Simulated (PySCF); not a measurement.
**Telling isomers of C$_{8}$H$_{15}$N apart by NMR**

All values are calculated (PySCF 2.14.0 with density-fitted response routines): GIAO PBE0/pcSseg-1 shieldings, geometry from GFN2-xTB. Relativity neglected, in vacuum, equivalent nuclei averaged, one computed conformer.

Chemical shifts δ = σref − σ; TMS for ¹H (31.72 ppm) and ¹³C (186.93 ppm), all at this level. Where no couplings were computed, multiplicities follow the n + 1 count of equivalent neighbours, and m marks all less simple cases (inequivalent or close neighbours, rings, F or P nearby). Shifts are as computed. Against solution values, carbons near 30 ppm lie about +3 ppm off and those near 130 ppm about +5 ppm. Of 1211 compounds with measured shifts, 218 miss one by over three times the rms of a fit or turn the order of signals round; such compounds aren't used in these exercises.

(1) Tabulate the signals of `CC/C(C)=C(C)\C=N/C`, `C=CC/C(=N\C)C(C)C`, `CN(C)[C@H]1C[C@H]2C[C@H]2C1` and their relative energies.

(2) What is the quickest way to tell CC/C(C)=C(C)\C=N/C from C=CC/C(=N\C)C(C)C?

(3) What is the quickest way to tell CC/C(C)=C(C)\C=N/C from CN(C)[C@H]1C[C@H]2C[C@H]2C1?

(4) What is the quickest way to tell C=CC/C(=N\C)C(C)C from CN(C)[C@H]1C[C@H]2C[C@H]2C1?

Results:

(1) 
```tsv
SMILES	carbon types	δC	δH	E rel. (kcal/mol)
CC/C(C)=C(C)\C=N/C	2×C 1×CH 1×CH2 4×CH3	170.1, 151.3, 134.6, 44.1, 34.0, 22.5, 20.3, 17.1	8.45 (s, 1H), 3.50 (s, 3H), 2.20 (q, 2H), 1.88 (s, 3H), 1.71 (s, 3H), 0.89 (t, 3H)	2.1
C=CC/C(=N\C)C(C)C	1×C 2×CH 2×CH2 3×CH3	175.5, 142.0, 122.9, 41.8, 40.8, 39.9, 22.9	6.07 (m, 1H), 5.44 (m, 1H), 5.38 (m, 1H), 3.63 (s, 3H), 3.11 (d, 2H), 2.28 (sept, 1H), 1.08 (d, 6H)	1.9
CN(C)[C@H]1C[C@H]2C[C@H]2C1	3×CH 3×CH2 2×CH3	79.4, 47.3, 41.8, 24.9, 21.3	2.55 (m, 1H), 2.20 (m, 2H), 2.07 (s, 6H), 1.30 (m, 2H), 1.25 (m, 2H), 0.94 (m, 1H), -0.10 (m, 1H)	0.0
```

Energies are electronic energies at PBE0/pcSseg-1 on these geometries, without zero-point or thermal terms, each for the one conformer computed, which needn't be the lowest.

(2) Count the carbon signals: 8 against 7. The first has a fully substituted alkene carbon (C) at 134.6 ppm, the second a terminal =CH2 carbon at 122.9 ppm. Their most deshielded carbons lie at 170.1 and 175.5 ppm. In the proton spectra the most deshielded non-exchanging signals are 8.45 (s, 1H) and 6.07 (m, 1H).

(3) Count the carbon signals: 8 against 5. The first has a C=N carbon (CH) at 170.1 ppm, the second an sp3 CH bonded to N at 79.4 ppm. In the proton spectra the most deshielded non-exchanging signals are 8.45 (s, 1H) and 2.55 (m, 1H).

(4) Count the carbon signals: 7 against 5. The first has a C=N carbon (C) at 175.5 ppm, the second an sp3 CH bonded to N at 79.4 ppm. In the proton spectra the most deshielded non-exchanging signals are 6.07 (m, 1H) and 2.55 (m, 1H).
